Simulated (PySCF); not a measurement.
Job file and geometry (Å, from GFN2-xTB) of an NMR shielding run on SMILES CC(=C)[Si@@H]1C[SiH2]C1=O, C5H10OSi2, PySCF, GIAO PBE0/pcSseg-1 NMR shielding, non-relativistic, gas phase; density fitting, a coarse starting grid and PySCF grid level 2 are the driver's defaults:

```
$ OMP_NUM_THREADS=1 python probes_run.py task.json out

{"job": {"kind": "nmr", "xc": "PBE0", "basis": "pcSseg-1"}, "charge": 0, "multiplicity": 1}
C     -1.387659     1.199109     1.231837
C     -1.352703     0.147464     0.423342
C     -2.528775    -0.223911    -0.428552
Si     0.174462    -0.940441     0.217164
C      1.820400    -0.223253     0.898994
Si     2.536020     0.349758    -0.785675
C      0.995188    -0.598831    -1.531747
O      0.679360    -0.895671    -2.656573
H     -2.262037     1.827512     1.316847
H     -0.548582     1.476738     1.846834
H     -2.227981    -0.279136    -1.473759
H     -3.335258     0.499992    -0.329691
H     -2.903318    -1.206498    -0.144547
H     -0.130575    -2.336388     0.547892
H      1.708189     0.566684     1.636339
H      2.431300    -0.985417     1.378134
H      3.853084    -0.164744    -1.151162
H      2.470127     1.793350    -1.007332
```

Problem. Write the output of this run.

Solution. 
```
coarse grid: 15968 points
cycle   1  E = -849.8960746380  dE =  8.450e-01  |g| = 8.024e-01  |ddm| = 3.923e+00
cycle   2  E = -849.4881908174  dE =  4.079e-01  |g| = 1.628e+00  |ddm| = 1.975e+00
cycle   3  E = -850.0236265640  dE = -5.354e-01  |g| = 2.353e-01  |ddm| = 1.546e+00
cycle   4  E = -850.0359760485  dE = -1.235e-02  |g| = 6.594e-02  |ddm| = 2.374e-01
cycle   5  E = -850.0369872192  dE = -1.011e-03  |g| = 1.525e-02  |ddm| = 6.388e-02
cycle   6  E = -850.0370383298  dE = -5.111e-05  |g| = 5.361e-03  |ddm| = 1.475e-02
cycle   7  E = -850.0370451761  dE = -6.846e-06  |g| = 1.291e-03  |ddm| = 6.345e-03
final grid: 144824 points
cycle   8  E = -850.0951426558  dE = -1.600e-05  |g| = 1.318e-02  |ddm| = 2.728e-02
cycle   9  E = -850.0950494295  dE =  9.323e-05  |g| = 2.560e-02  |ddm| = 2.529e-02
cycle  10  E = -850.0951767727  dE = -1.273e-04  |g| = 3.157e-03  |ddm| = 1.743e-02
cycle  11  E = -850.0951789984  dE = -2.226e-06  |g| = 2.502e-04  |ddm| = 2.451e-03
cycle  12  E = -850.0951790104  dE = -1.196e-08  |g| = 1.319e-04  |ddm| = 4.408e-04
cycle  13  E = -850.0951790148  dE = -4.436e-09  |g| = 4.309e-05  |ddm| = 1.730e-04
cycle  14  E = -850.0951790152  dE = -4.259e-10  |g| = 1.780e-05  |ddm| = 5.236e-05
converged SCF energy = -850.0951790152

GIAO shielding tensors (ppm)
atom      isotropic    diamagn.    paramagn.     s11        s22        s33       span
  0 C       51.279     254.539    -203.260    -63.435     67.358    149.913    213.348
  1 C       39.331     264.173    -224.843    -71.398     15.356    174.033    245.431
  2 C      161.107     246.675     -85.568    147.176    149.075    187.068     39.892
  3 Si     355.336     883.316    -527.980    245.997    323.476    496.536    250.540
  4 C      196.479     259.797     -63.318    189.081    197.678    202.678     13.597
  5 Si     385.361     880.884    -495.522    267.246    353.416    535.421    268.175
  6 C     -132.796     256.487    -389.284   -331.036   -113.555     46.203    377.239
  7 O     -903.717     398.797   -1302.513  -2463.151   -540.394    292.394   2755.545
  8 H       25.489      31.236      -5.747     22.730     24.864     28.873      6.143
  9 H       25.892      33.637      -7.744     23.320     24.375     29.982      6.662
 10 H       29.814      30.360      -0.546     25.017     28.969     35.457     10.440
 11 H       29.811      29.435       0.377     25.979     28.525     34.930      8.952
 12 H       29.807      28.554       1.253     26.180     27.941     35.301      9.120
 13 H       26.303      30.439      -4.136     23.017     25.088     30.805      7.788
 14 H       30.683      33.227      -2.544     26.080     28.469     37.500     11.420
 15 H       30.695      30.523       0.172     25.324     27.852     38.908     13.584
 16 H       26.804      28.981      -2.177     22.904     25.052     32.457      9.553
 17 H       26.759      29.712      -2.952     24.025     24.472     31.781      7.756
```

Problem. Turn these shieldings into chemical shifts. References, each an isolated molecule treated in the same way: TMS for ¹³C (σref 186.93), ²⁹Si (σref 349.16), ¹H (σref 31.72); ¹⁷O (σref 336.08) against H2O.

Solution. Averaging equivalent atoms: C 6: 319.7; C 1: 147.6; C 0: 135.6; C 2: 25.8; C 4: -9.6; Si 3: -6.2; Si 5: -36.2; O 7: 1239.8; H 8: 6.23; H 9: 5.82; H 13: 5.41; H 17: 4.96; H 16: 4.91; H 10/11/12: 1.91; H 14: 1.03; H 15: 1.02 ppm. Unscaled 17O shifts of doubly bonded oxygen tend to come out too high, by tens of ppm or more. Experimental scales use liquid or dissolved standards, which lie at an offset from isolated H2O (liquid H2O: subtract about 36 ppm).

Size and cost of the density-fitted run: 200 basis functions, 2.2 min wall time on 1 thread of an Intel Xeon, shared host; peak memory 0.91 GiB.
